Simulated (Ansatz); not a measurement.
Consider the ligand exchange at a B–C bond: `C[BH][GeH3]` + CH₃NH₂ → `CN[BH][GeH3]` + CH₄.

Gas-phase electronic energies from Ansatz, PBE0-D4/def2-TZVP geometries. CCSD(T)/CBS adds triple-zeta CCSD(T) − MP2 to the extrapolated MP2 energy (def2 sets, frozen cores). This one scheme is used for every species. DFT in def2-TZVPP. B3LYP here is the variant with VWN-RPA as its local correlation; programs differ in this. For Ge outer-core shells are correlated without core-valence functions, which leaves a few kJ/mol of doubt a bond. Scalar relativity is left out up to krypton. Each species was taken in one conformer, which may not be the lowest.

Q: Is it downhill or uphill in electronic energy at CCSD(T)/CBS, and by how much? (Estimate.)

A: Ansatz gave: Downhill: ΔE = -161.1 kJ/mol.

Q: What do these levels give: PBE-D4, B2PLYP, r2SCAN, B3LYP, MP2/def2-TZVPP, SCS-MP2/def2-TZVPP, CCSD/def2-TZVPP, HF/def2-QZVPP, MP2/def2-QZVPP, SCS-MP2/def2-QZVPP, MP2/CBS(def2), CCSD/CBS(def2)? (An estimate is asked.)

A: The calculation gave: PBE-D4 -163.3, B2PLYP -162.7, r2SCAN -160.9, B3LYP -160.0, MP2/def2-TZVPP -165.8, SCS-MP2/def2-TZVPP -162.7, CCSD/def2-TZVPP -158.9, HF/def2-QZVPP -146.5, MP2/def2-QZVPP -164.7, SCS-MP2/def2-QZVPP -161.7, MP2/CBS(def2) -164.1, CCSD/CBS(def2) -157.3 kJ/mol.

Largest T1 diagnostic among the species: 0.013.

The D4 term adds −4.4 kJ/mol with B3LYP and −2.5 kJ/mol with PBE0; it sums over pairs of atoms, weighted by their polarisabilities, and B3LYP, whose exchange is more repulsive, gets the larger term. In def2-TZVPP, CCSD(T) changes the Hartree–Fock value by −15.8 kJ/mol (the triples alone add −3.8 kJ/mol) and MP2 by −18.9 kJ/mol.
